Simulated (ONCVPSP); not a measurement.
# Which setting gave this result? (caesium (Cs), ONCV)

Base potential:

```json
{"Element": "caesium", "Generator": "ONCVPSP 4.0.1", "Type": "optimised norm-conserving Vanderbilt (ONCV)", "Functional": "LDA (Perdew-Zunger)", "Relativity": "scalar-relativistic", "Frozen core": "[Kr] 4d10", "Valence charge": "9", "Reference configuration": "5s2 5p6 5d1", "Partial waves": "5s: rc 2.05 bohr, ncon 4, nbas 8, qcut 3.5 1/bohr, 2 projectors, debl 1.6 Ha; 5p: rc 3.00 bohr, ncon 5, nbas 8, qcut 5.2 1/bohr, 2 projectors, debl 3.9 Ha; 5d: rc 4.00 bohr, ncon 4, nbas 8, qcut 2.7 1/bohr, 1 projector; f scattering state at 0.07 Ha: rc 3.30 bohr, ncon 4, nbas 8, qcut 3.7 1/bohr, 2 projectors, debl 1.2 Ha", "Local potential": "polynomial inside 1.30 bohr (lpopt 5, dvloc0 0 Ha)", "Core correction": "none"}
```

Cutoffs, loose and tight: the cutoffs (Ha) at which the residual kinetic energy of the hardest occupied pseudo-wave falls to 1 and 0.1 mHa per electron. They do not see the model core or the augmentation charge, which bear on the density cutoff. Test errors are all-electron minus pseudo excitation energies from the reference, over the configurations 5s2 5p6 5d0 6s1; 5s2 5p6 5d0; 5s2 5p6 5d0 6s0.5; 5s2 5p6 5d0.5 6s0.5; variants that change the core or the reference have their own tests.

Only the qcut of the d channel is moved:

| qcut of the d channel (1/bohr) | cutoff, loose | cutoff, tight | bound ghosts | largest test error (meV) | median size of the test errors |
| --- | --- | --- | --- | --- | --- |
| 1.6 | 24 Ha | 41 Ha | s | +7.8 | 4.6 meV |
| 3.2 | 24 Ha | 41 Ha | s | +1.5 | 1.0 meV |
| 3.5 | 24 Ha | 41 Ha | s | +1.2 | 0.8 meV |
| 3.9 | 24 Ha | 41 Ha | s | +1.0 | 0.6 meV |

Problem. One more run gave cutoff, loose: 24 Ha; cutoff, tight: 41 Ha; bound ghosts: s; largest test error (meV): +5.2; median size of the test errors: 3.1 meV. Which value of the qcut of the d channel was used?

Solution. 2.1 1/bohr. The median size of the test errors moves one way along this sweep, from 4.6 meV at 1.6 to 0.6 meV at 3.9 1/bohr, which places the run between 1.6 and 3.2 1/bohr.
